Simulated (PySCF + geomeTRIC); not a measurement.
The multiplicity is imposed and other spin states were not computed.

Species: [Pt(CO)3(S(CH3)2)] (charge 0, multiplicity 1).

Problem. Give a relaxed geometry from TPSS-D3(BJ)/def2-SVP in PySCF + geomeTRIC.

Solution. Several could match; the one computed here: the end point of this relaxation, one of several conformers.
Cartesian coordinates (Å) in one orientation:
```xyz
16

Pt     0.251    -0.187     0.085
O     -0.454    -0.120    -2.936
C     -0.228    -0.122    -1.800
O      2.741     1.457     0.952
C      1.786     0.872     0.657
O     -0.051    -2.941     1.492
C      0.009    -1.895     1.002
C     -3.101     1.205    -0.131
S     -1.765     1.346     1.106
C     -1.188     3.043     0.756
H     -2.710     1.371    -1.148
H     -3.904     1.926     0.099
H     -3.490     0.179    -0.052
H     -0.854     3.128    -0.290
H     -0.336     3.227     1.428
H     -1.993     3.766     0.970
```
